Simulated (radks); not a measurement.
Results of a calculation; reference values are marked as such.
Effect of the nuclear size on the rhenium ion Re2+, [Xe] 4f14 5d5. Code: a radial shooting solver on a logarithmic mesh with Libxc functionals. Model: Dirac Kohn-Sham, LDA (Slater exchange, Perdew-Wang correlation), spin-unpolarised, spherical densities, finite nucleus; open shells are shared between the two j in proportion to 2j + 1; Fermi nuclear charge, rms radius 5.3698 fm. The rms radius is varied about that value; shifts are against it.

| rms radius (fm) | total energy shift (eV) | density at nucleus (e/bohr^3) | 1s1/2 shift (meV) | 2s1/2 shift (meV) | 5s1/2 shift (meV) | 5p1/2 shift (meV) | 5d5/2 shift (meV) | 6s1/2 (empty) shift (meV) | 6p1/2 (empty) shift (meV) |
|---|---|---|---|---|---|---|---|---|---|
| 4.7039 | -15.1 | 1.615e+06 | -6120 | -870 | -8.76 | -0.043 | 0.091 | -1.20 | -0.048 |
| 4.8811 | -11.2 | 1.594e+06 | -4540 | -646 | -6.50 | -0.032 | 0.068 | -0.894 | -0.036 |
| 5.3698 | 0 | 1.54e+06 | 0.000 | 0.000 | 0.000 | 0.000 | 0.000 | 0.000 | 0.000 |
| 5.5846 | 5.15 | 1.519e+06 | 2080 | 296 | 2.98 | 0.015 | -0.031 | 0.410 | 0.017 |
| 6.4169 | 26.3 | 1.445e+06 | 10600 | 1510 | 15.2 | 0.077 | -0.159 | 2.10 | 0.085 |

Slopes of the eigenvalues against <r^2> in GHz/fm^2, as finite differences over the two radii next to the reference (eigenvalue slopes, not the field-shift constants of lines): 1s1/2 218000, 2s1/2 30900, 5s1/2 311, 5p1/2 1.54, 5d5/2 -3.24, 6s1/2 (empty) 42.8, 6p1/2 (empty) 1.72.
